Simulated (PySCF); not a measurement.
A GIAO shielding run with PySCF 2.14 (density fitting, non-relativistic, gas phase) on `C1C[P@@](CC#C)(=O)[C@H](C)C1`, C8H13OP:

```
$ OMP_NUM_THREADS=1 python probes_run.py task.json out

{"job": {"kind": "nmr", "xc": "PBE0", "basis": "pcSseg-1"}, "charge": 0, "multiplicity": 1}
C      2.789463    -0.979077     0.052786
C      2.199564    -0.057266     0.539085
C      1.476114     1.052039     1.097390
P     -0.202457     1.309947     0.360129
O     -0.847788     2.515129     0.897084
C      0.007743     1.219398    -1.473931
C     -0.986594     0.142076    -1.905735
C     -0.961829    -0.950145    -0.836896
C     -1.182026    -0.257800     0.504267
C     -0.839055    -1.100882     1.721260
H      3.311726    -1.787591    -0.364052
H      1.332613     0.931724     2.175726
H      2.011224     1.992662     0.927184
H     -0.203919     2.189515    -1.922894
H      1.029312     0.926081    -1.720500
H     -1.990754     0.571196    -1.951475
H     -0.740104    -0.256579    -2.891143
H     -1.725666    -1.706640    -1.024248
H      0.015504    -1.437391    -0.835652
H     -2.224163     0.079260     0.580540
H     -1.517673    -1.949130     1.798915
H     -0.934781    -0.503903     2.627656
H      0.178793    -1.480687     1.654583
```

Hardware: 1 thread of an Arm Neoverse V2, shared host. The job also computes population analyses, field gradients, ring-centre shieldings.

Question: How large is the calculation?

Answer: 84 electrons, 242 basis functions and 1272 auxiliary functions.

Question: How long does it take, and how much memory does it need?

Answer: 60 s of wall time, with 15 SCF cycles and 5 response iterations; peak memory 1.1 GiB. Times on a shared host scatter by some tens of per cent.
